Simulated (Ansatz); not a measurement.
Isolated molecules relaxed with PBE0-D4/def2-TZVP in Ansatz; ΔE leaves out vibrations. CBS: MP2 limit from def2 TZ/QZ plus the TZ coupled-cluster correction, frozen cores. This one scheme is used for every species. DFT in def2-TZVPP. B3LYP here is the variant with VWN-RPA as its local correlation; programs differ in this. One conformer a species, not always the lowest.

`C=C[SiH2]S[SiH](Cl)Cl` + H₂S → `C=C[SiH2]S` + `S[SiH](Cl)Cl`  (ligand exchange at the Si–S bond)

| species | B3LYP-D4 energy (Eh) |
| --- | --- |
| `C=C[SiH2]S[SiH](Cl)Cl` | -1977.75204 |
| H₂S | -399.42766 |
| `C=C[SiH2]S` | -767.62226 |
| `S[SiH](Cl)Cl` | -1609.55143 |

Q: Work out ΔE.

A: ΔE = (-767.62226) + (-1609.55143) − (-1977.75204) − (-399.42766) = 0.00601 Eh = +3.8 kcal/mol. CCSD(T)/CBS gives +3.1 kcal/mol.

Largest T1 diagnostic among the species: 0.011.

The D4 term adds +4.3 kcal/mol with B3LYP and +2.6 kcal/mol with PBE0; it sums over pairs of atoms, weighted by their polarisabilities, and B3LYP, whose exchange is more repulsive, gets the larger term. In def2-TZVPP, CCSD(T) changes the Hartree–Fock value by +3.7 kcal/mol (the triples alone add +0.7 kcal/mol) and MP2 by +4.6 kcal/mol.
